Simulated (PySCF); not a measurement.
A structure optimised at PBE0-D3(BJ)/def2-SVP (Å):
```
atom  x, y, z in Å
F1     2.9370    1.3948   -0.4098
B2     2.2000    0.3126   -0.2127
C3     0.6887    0.4294   -0.0147
C4    -0.2722   -0.5341    0.2143
C5    -1.5163    0.1347    0.3356
C6    -1.2275    1.4645    0.1710
O7     0.0740    1.6510   -0.0360
H8     2.7503   -0.7644   -0.1924
H9    -0.0853   -1.6043    0.2846
H10   -2.4965   -0.2990    0.5186
H11   -1.8490    2.3577    0.1786
```

Charge 0, singlet.

**Question.** Read off the bonds between heavy atoms and their formal orders.

**Answer.** F1–B2 1.32 Å (single); B2–C3 1.53 Å (single); C3–C4 1.38 Å (aromatic); C4–C5 1.42 Å (aromatic); C5–C6 1.37 Å (aromatic); C6–O7 1.33 Å (aromatic); C3–O7 1.37 Å (aromatic). Bonds to hydrogen (Å): B2–H8 1.21; C4–H9 1.09; C5–H10 1.09; C6–H11 1.09.

**Question.** Write the SMILES.

**Answer.** `FBc1ccco1`, C4H4BFO. Among its features: aromatic ring with oxygen and three-coordinate boron.

**Question.** What is the point group of this geometry?

**Answer.** Cs (tolerance 0.08 Å).

**Question.** Which rings does it hold (smallest set)?

**Answer.** C3–C4–C5–C6–O7 (5 members, 0.00 Å rms from planarity).

**Question.** Classify the heavy atoms.

**Answer.** F1: boron-bound fluorine; B2: three-coordinate boron; C3: substituted aromatic carbon; C4: aromatic CH carbon; C5: aromatic CH carbon; C6: aromatic CH next to a ring oxygen; O7: furan-type oxygen.

**Question.** What is the arrangement about B2?

**Answer.** It has 3 neighbours (F1, C3, H8) and is planar (angles 121.0°, 120.5° and 118.5°, sum 360.0°, 0.00 Å off the plane of its three neighbours).

**Question.** What is the arrangement about C4?

**Answer.** It has 3 neighbours (C3, C5, H9) and is planar (angles 127.5°, 125.3° and 107.2°, sum 360.0°, 0.00 Å off the plane of its three neighbours).

All values are computed, not measured.
